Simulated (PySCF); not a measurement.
## GeH2 at several levels of theory

All levels use the PBE0 minimum (singlet; Ge–H 1.595 Å (×2); H–Ge–H 90.7°), basis [Ge def2-TZVP, H def2-TZVP], no relativity, density fitting, no spin–orbit coupling, PySCF. For vertical energies the ionised species is a doublet (spins chosen at PBE0 and kept) and the electron-attached one a doublet. Atomisation goes to high-spin ground-configuration atoms, without zero-point energy. Open shells are unrestricted, also as the reference of the correlated levels. A dash marks a value that was not computed or is not defined at that level.

```tsv
level	atomisation (kJ/mol)	vertical IP (eV)	vertical EA (eV)	−ε(HOMO) (eV)	gap (eV)	dipole (D)
PBE0	573	9.41	0.91	6.90	3.87	0.15
HF	408	8.47	0.37	9.20	9.39	0.08
MP2	539	9.32	0.74	–	–	–
PBE	580	9.41	0.85	5.87	1.94	0.21
B3LYP	597	9.55	0.83	6.75	3.45	0.29
r2SCAN	585	9.42	1.06	6.13	2.36	0.13
TPSSh	?	?	?	?	?	?
BHandHLYP	?	?	?	?	?	?
HSE06	576	9.44	0.91	6.51	3.06	0.18
```

Q: Fill in the row of TPSSh.

A: atomisation (kJ/mol) 610, vertical IP (eV) 9.41, vertical EA (eV) 0.88, −ε(HOMO) (eV) 6.40, gap (eV) 2.96, dipole (D) 0.19.

Q: Fill in the row of BHandHLYP.

A: atomisation (kJ/mol) 584, vertical IP (eV) 9.39, vertical EA (eV) 0.74, −ε(HOMO) (eV) 7.83, gap (eV) 5.70, dipole (D) 0.22.

Without diffuse functions attachment energies tend to come out too low.
